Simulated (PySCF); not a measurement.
## Diatomics of C with group 14

r²SCAN with double-zeta basis sets in PySCF, for the lowest determinant that a PBE0 search found; no spin–orbit coupling. De refers to high-spin ground-configuration atoms. A positive dipole means M(−)C(+).

```csv
M,basis,state (unpaired electrons),Re (Å),ωe (cm⁻¹),De (eV),μ (D)
C,aug-cc-pVDZ,"triplet (σ ↑, π ↑)",1.319,1687,6.18,n/a
Si,cc-pV(D+d)Z/cc-pVDZ,"triplet (σ ↑, π ↑)",1.726,969,4.41,-1.28
Ge,aug-cc-pVDZ-PP/aug-cc-pVDZ,"triplet (σ ↑, π ↑)",1.808,790,3.89,-1.82
```

The shortest bond is that of C2 (1.319 Å), the longest that of GeC (1.808 Å). C2 is bound most strongly (6.18 eV) and GeC least (3.89 eV).

The rows differ in basis set, which adds steps of its own.

Relativity is treated differently too: C no relativity; Si no relativity; Ge scalar-relativistic core potentials.

Down a group bonds as a rule get longer and wavenumbers fall, partly through the reduced mass; this series shows no clear exception.

Spin–orbit coupling is left out. States were picked by a PBE0 search and need not be the measured ground states.
